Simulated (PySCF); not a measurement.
Distorted geometries of [Lu(HCN)]3+

[Lu(HCN)]3+ (singlet in the valence; each metal's 4f electrons, 14 of them, lie in its core potential, out of spins and levels). PySCF 2.14.0, RKS BP86, Lu lcecp-1-SVP with ECP60, N def2-SVP, C def2-SVP, H def2-SVP; non-relativistic Hamiltonian with scalar-relativistic core potentials where named; density fitting; no spin-orbit coupling. Relaxed geometry:

```xyz
4

Lu    0.0000    0.0000   -0.2110
N     0.0000    0.0000    1.9395
C     0.0000    0.0000    3.1205
H     0.0000    0.0000    4.2477
```

Q: Order these distorted geometries by energy above the relaxed one, lowest first.
A.
```xyz
4

Lu   -0.0394    0.0945   -0.2177
N    -0.1301   -0.1300    2.0116
C     0.0846    0.0205    2.9826
H     0.0850    0.0151    4.3202
```
B.
```xyz
4

Lu   -0.1456   -0.0312   -0.2987
N     0.1092    0.0249    1.9783
C     0.0047   -0.1234    3.2644
H     0.0317    0.1298    4.1527
```
C.
```xyz
4

Lu   -0.1316   -0.1074   -0.3952
N     0.0605   -0.1723    1.8715
C     0.1120   -0.0397    3.3603
H    -0.0409    0.3194    4.2600
```

A: B (1.90 eV), A (3.22 eV), C (3.68 eV).

Q: Which forces (eV/Å) act in the one that lies 3.68 eV up?

A: 
```
Lu    0.22  -0.17   1.80
N     0.34   1.20  11.43
C     0.28  -3.27 -20.17
H    -0.84   2.24   6.94
```
Forces carry noise of the integration grid, about 0.01 to 0.03 eV/Å.

An lcecp potential fixes the number of 4f electrons, so in runs with it no electron can move into or out of that shell.
